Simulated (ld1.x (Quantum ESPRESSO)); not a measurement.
**Configuration tests for Zn (RRKJ)**

ld1.x (Quantum ESPRESSO) 7.5 input, shortened:

```
&input
   title='Zn', zed=30., rel=2, dft='PBESOL', iswitch=3,
   config='[Ar] 3d10 4s1.5 4p0 4f-2', rel_dist='average'
 /
 &inputp
   pseudotype=2, tm=.false., lloc=0,
   nlcc=.false.
 /
4
3P  2  1   6.00   0.00  1.15  1.15  0.0
3D  3  2  10.00   0.00  0.85  0.85  0.0
4F  4  3  -2.00   0.50  1.10  1.10  0.0
3S  1  0   2.00   0.00  0.75  0.75  0.0
 &test
   configts(1)='3s2 3p6 3d10 4s1.5 4p0'
 /
```

Open shells are filled in proportion to 2j + 1 (rel_dist='average').

Occupied shells without a wave of their own: 4s. They enter only through the test configuration that unscreens the potential.

Energies are relative to the spin-unpolarised reference configuration 3s2 3p6 3d10 4s1.5 4p0; without spin polarisation the order of configurations can differ from experiment.

| valence configuration | charge | ΔE all-electron (eV) | error AE − PS (meV) |
| --- | --- | --- | --- |
| 3s2 3p6 3d10 4s2 4p0 | 0 | -3.950 | +52 |
| 3s2 3p6 3d10 4s1 4p0 | +1 | 5.950 | -69 |
| 3s2 3p6 3d10 4s0 4p0 | +2 | 24.298 | -260 |
| 3s1 3p6 3d10 4s2 4p0 | +1 | 133.792 | +106 |
| 3s2 3p6 3d10 4s0 4p2 | 0 | 6.651 | -178 |
| 3s2 3p6 3d9 4s2 4p0 | +1 | 13.984 | +95 |

(1) What are ΔE and the potential's error for 3s2 3p6 3d9 4s2 4p1?

Levels in the configuration 3s2 3p6 3d9 4s2 4p1:

```
   level  all-electron (eV)  pseudo (eV)
3s j=1/2           -137.858     -137.838
3p j=1/2            -94.128      -94.096
3p j=3/2            -91.013      -90.983
3d j=3/2            -18.433      -18.374
3d j=5/2            -18.047      -17.990
4s j=1/2             -8.670       -8.809
4p j=1/2             -2.661       -2.657
4p j=3/2             -2.552       -2.553
```

## Answers

(1) ΔE = 8.332 eV all-electron; the error (AE − PS) is +92 meV.

ld1.x printed “convergence not achieved” for 2 of the counted tests; their residual had stalled under 1e-8, short of the target of 1e-14. The 4s level has no wave, so the channel is fitted at the deeper level alone: the likely source of the large errors.
